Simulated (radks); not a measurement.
The numbers below are computed, except where a source is named.
Initial-state core-level shifts of neutral chlorine when its valence configuration changes from [Ne] 3s2 3p5. Level of theory: Dirac Kohn-Sham, PBE, spin-unpolarised, spherical densities, finite nucleus; open shells are shared between the two j in proportion to 2j + 1; Fermi nuclear charge, rms radius 3.3654 fm (a radial shooting solver on a logarithmic mesh with Libxc functionals). Shifts are changes of the shell-averaged eigenvalues in eV (positive: less bound); the change of the density at the nucleus, which sets a Mossbauer isomer shift, is in e/bohr^3, on a base of 3593.

valence,1s,2s,2p,density at nucleus
3s1.5 3p5.5,-0.702,-0.691,-0.683,-6.4418
3s1 3p6,-1.384,-1.365,-1.348,-12.9914
